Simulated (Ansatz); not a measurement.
C₃H₆Cl, charge +2, quartet, geometry from GFN2-xTB of the parent state (a state made from the parent by changing its charge; the spin is typed, not shown lowest); B3LYP/3-21G in Ansatz (an electronic-structure program).

Here is a job for Ansatz.
Ansatz 0.2 input:
```yaml
crystal:
  periodic: [false, false, false]
  atoms:
    - {symbol: C, position_ang: [-1.07175812, 0.22592028, -1.22993607]}
    - {symbol: C, position_ang: [0.05452937, 0.08696644, -0.32398934]}
    - {symbol: C, position_ang: [1.41248998, 0.31471623, -0.78567211]}
    - {symbol: Cl, position_ang: [-0.21158326, -0.33507559, 1.24940613]}
    - {symbol: H, position_ang: [-1.38008408, 1.28080775, -1.23721118]}
    - {symbol: H, position_ang: [-0.79585246, -0.00096702, -2.26031663]}
    - {symbol: H, position_ang: [-1.94708572, -0.34181909, -0.91872643]}
    - {symbol: H, position_ang: [1.80922614, -0.63456906, -1.17219178]}
    - {symbol: H, position_ang: [2.09125907, 0.61704149, 0.01054638]}
    - {symbol: H, position_ang: [1.44788511, 1.01017346, -1.62441962]}
basis:
  gaussian:
    orbitals: 3-21G.json
hamiltonian:
  xc: b3lyp
total_charge: 2
magnetization: {spin_polarized: true, initial_magnetization: 3}
```
The basis file holds 3-21G in the JSON format of the Basis Set Exchange.

It wrote (shortened):

```
Functional definition: B3LYP
644 factors; integrals over basis functions are off by at most 1.0e-3 eV
mean field evaluation 1: about -15601.7521 eV, gradient 6.3e1 eV
mean field evaluation 2: about -15573.3012 eV, gradient 8.8e1 eV
mean field evaluation 4: about -15614.2381 eV, gradient 3.1e1 eV
mean field evaluation 8: about -15622.3708 eV, gradient 1.2e0 eV
mean field evaluation 16: about -15622.6046 eV, gradient 1.0e0 eV
mean field evaluation 32: about -15622.2392 eV, gradient 5.4e0 eV
mean field evaluation 64: about -15622.6124 eV, gradient 6.4e-1 eV
mean field -15622.64021138 eV, -574.1214383623 hartree, gradient 4.8e-6 eV, S^2 3.755208; 8 other end points of the search recorded, 0 dependent functions left out
reference -15622.64039123 eV, -574.1214449717 hartree; 21, 18 occupied and 31, 34 virtual orbitals, 644 factors
Total energy: -15622.64039123 eV, -574.1214449717 hartree
```
